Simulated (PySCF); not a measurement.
A structure optimised at PBE-D3(BJ)/def2-SVP, used in a PySCF frequency run:

```xyz
7

Mo     0.0000     0.0000     0.0000
F      0.0000     1.8425     0.0000
F      0.0000    -1.8425     0.0000
F      0.0000     0.0000    -1.8425
F      1.8425     0.0000     0.0000
F     -1.8425     0.0000     0.0000
F      0.0000     0.0000     1.8425
```

Q: Write its SMILES, formula and point group.

A: [F][Mo]([F])([F])([F])([F])[F], F6Mo, Oh

Q: What are its rotational constants (standard atomic weights)?

A: 1.9589, 1.9589, 1.9589 GHz
